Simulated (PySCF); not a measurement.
## Working out the ionisation energy of Pd

Pd [Kr] 4d10 (1S) → Pd⁺ [Kr] 4d9 (2D). All numbers are calculated (PySCF 2.14, scalar relativity by spin-free X2C-1e, in x2c-SVPall). Frozen: [Kr]. Energies in hartree (1 hartree = 27.21139 eV):

```csv
part,Pd (lower),Pd⁺ (upper)
UHF,-5042.267590,-5042.034860
MP2 opposite-spin,-0.176622,-0.134264
MP2 same-spin,-0.102069,-0.078551
```

What does Hartree-Fock give?

(-5042.034860) − (-5042.267590) = 0.232730 hartree = 6.333 eV.

What do MP2 and SCS-MP2 (6/5 opposite-spin, 1/3 same-spin) give?

The opposite-spin parts differ by 1.153 eV and the same-spin parts by 0.640 eV. MP2: 6.333 + (1.153) + (0.640) = 8.126 eV. SCS-MP2: 6.333 + 1.2 × (1.153) + (0.640)/3 = 7.930 eV.

Measured between the centres of the two terms (NIST): 8.512 eV, so MP2 (valence) is off by -0.386 eV.

A double-zeta basis recovers only part of the correlation energy.

What remains against the reference includes basis incompleteness, the frozen core and correlation beyond second order.
